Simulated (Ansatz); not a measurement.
Consider the ligand exchange at a Ga–C bond: `C=[CH][Ga]([Cl])[Cl]` + H₂Se → `[Cl][Ga]([Cl])[SeH]` + ethylene.

Calculated with Ansatz (gas phase, PBE0-D4/def2-TZVP geometries, no zero-point term in ΔE). CCSD(T)/CBS is the MP2 limit (def2-TZVPP, def2-QZVPP) plus CCSD(T) − MP2 in def2-TZVPP, frozen cores. This one scheme is used for every species. Functionals use def2-TZVPP. For Ga, Se outer-core shells are correlated without core-valence functions, which leaves a few kJ/mol of doubt a bond. Scalar relativity is left out up to krypton. Each species was taken in one conformer, which may not be the lowest.

```csv
species,BLYP energy (Eh)
`C=[CH][Ga]([Cl])[Cl]`,-2923.44843
H₂Se,-2402.78290
`[Cl][Ga]([Cl])[SeH]`,-5247.69064
`C=C`,-78.57725
```

**Question.** Work out ΔE.

**Answer.** ΔE = (-5247.69064) + (-78.57725) − (-2923.44843) − (-2402.78290) = -0.03656 Eh = -96.0 kJ/mol. CCSD(T)/CBS gives -94.0 kJ/mol.

**Question.** What do rigid-rotor, harmonic-oscillator terms from PBE0-D4/def2-TZVP frequencies (298.15 K, 1 bar) make of the CCSD(T)/CBS value? (An estimate is asked.)

**Answer.** Computed: ΔZPE = +9.8 kJ/mol, ΔH = -85.3 kJ/mol, ΔS = -5 J/(mol·K), ΔG = -84.0 kJ/mol.

Largest T1 diagnostic among the species: 0.012.

Leaving LDA and LC-ωPBE aside and taking each functional with its dispersion term where it has one, the values, not all of them listed here, spread over 7.7 kJ/mol, from BHLYP-D4 to ωB97X-V. LDA lies +5.6 kJ/mol from PBE without D4. In def2-TZVPP, CCSD(T) changes the Hartree–Fock value by +10.3 kJ/mol (the triples alone add +0.8 kJ/mol) and MP2 by +8.0 kJ/mol. From BLYP to BHLYP (50 % exact exchange), in def2-TZVPP and without D4, ΔE moves by −4.2 kJ/mol.
